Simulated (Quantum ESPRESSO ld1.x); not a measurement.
All-electron atom: Ru29+ in [Ne] 3s2 3p3. Calculated with ld1.x of Quantum ESPRESSO 7.5: scalar-relativistic Kohn-Sham, LDA (Slater exchange, Perdew-Zunger correlation), spin-unpolarised, spherical densities, point nucleus.

Normalised radial functions P(r) = r R(r), r in bohr:

r              2s       3s       3p
0.002621   0.5078   0.2492   0.0100
0.003332   0.6165   0.3025   0.0153
0.004236   0.7414   0.3636   0.0235
0.005385   0.8806   0.4316   0.0361
0.006845   1.0293   0.5039   0.0551
0.008633   1.1727   0.5731   0.0825
0.01097    1.3046   0.6358   0.1241
0.01395    1.3949   0.6765   0.1844
0.01774    1.4082   0.6770   0.2695
0.02255    1.3005   0.6148   0.3853
0.02843    1.0373   0.4724   0.5295
0.03615    0.5644   0.2228   0.7082
0.04595   -0.1173  -0.1292   0.8997
0.05841   -0.9543  -0.5442   1.0645
0.07426   -1.8138  -0.9290   1.1361
0.09365   -2.4760  -1.1339   1.0343
0.1191    -2.7805  -1.0133   0.6727
0.1513    -2.5841  -0.4605   0.0299
0.1924    -1.9640   0.4402  -0.7899
0.2446    -1.1839   1.3710  -1.5340
0.3109    -0.5401   1.9014  -1.8927
0.3921    -0.1826   1.7956  -1.7191
0.4985    -0.0391   1.2000  -1.1456
0.6337    -0.0049   0.5485  -0.5361
0.8056    -0.0003   0.1601  -0.1639
1.024     0.0000   0.0270  -0.0296
1.292     0.0000   0.0025  -0.0030
1.642     0.0000   0.0001  -0.0001
2.087      0.0000   0.0000  0.0000

2s: eigenvalue -4573.7 eV, 1 radial node at r = 0.0443 bohr, <r> = 0.144 bohr, 90 % of the charge inside 0.222 bohr. 3s: eigenvalue -1723.4 eV, 2 radial nodes at r = 0.0424, 0.172 bohr, <r> = 0.356 bohr, 90 % of the charge inside 0.516 bohr. 3p: eigenvalue -1623.3 eV, 1 radial node at r = 0.153 bohr, <r> = 0.345 bohr, 90 % of the charge inside 0.511 bohr.
